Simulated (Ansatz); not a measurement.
Born–Oppenheimer molecular dynamics of Cl4Ge (5 atoms, charge 0, multiplicity 1). It goes on from the last frame of an earlier run, with new velocities.

Level of theory: RKS B3LYP/def2-SVP in Ansatz 0.2.0.

| Property | Result |
| --- | --- |
| ensemble | NVE (velocity Verlet) |
| time step | 1 fs |
| steps asked | 150 |
| starting velocities drawn for | 1500 K |
| seed | 894457 |

First frame:

```xyz
5
Properties=species:S:1:pos:R:3
Ge -0.048 -0.034 0.024
Cl 0.014 -0.042 2.180
Cl 1.992 0.103 -0.750
Cl -0.882 1.794 -0.791
Cl -1.022 -1.787 -0.686
```

**Question.** How far do the bonds stretch over the last three quarters of this one trajectory? (Pairs bonded in most of those frames.)

**Answer.** 
| bond | mean (Å) | spread (Å) | shortest | longest |
| --- | --- | --- | --- | --- |
| Ge1–Cl2 | 2.144 | 0.062 | 2.05 | 2.24 |
| Ge1–Cl3 | 2.221 | 0.121 | 2.01 | 2.39 |
| Ge1–Cl4 | 2.150 | 0.042 | 2.08 | 2.22 |
| Ge1–Cl5 | 2.151 | 0.039 | 2.08 | 2.20 |

Mean temperature of the second half: 953 K. The conserved energy stayed within 0.14 meV per atom of its start (net change 0.063 meV per atom), so the integration is sound. A run of 0.15 ps of so small a system gives no equilibrium averages.

The run took 4.1 min on 2 threads of Intel(R) Xeon(R) 6975P-C (Granite Rapids), with other jobs on the host, peak memory 0.29 GiB.
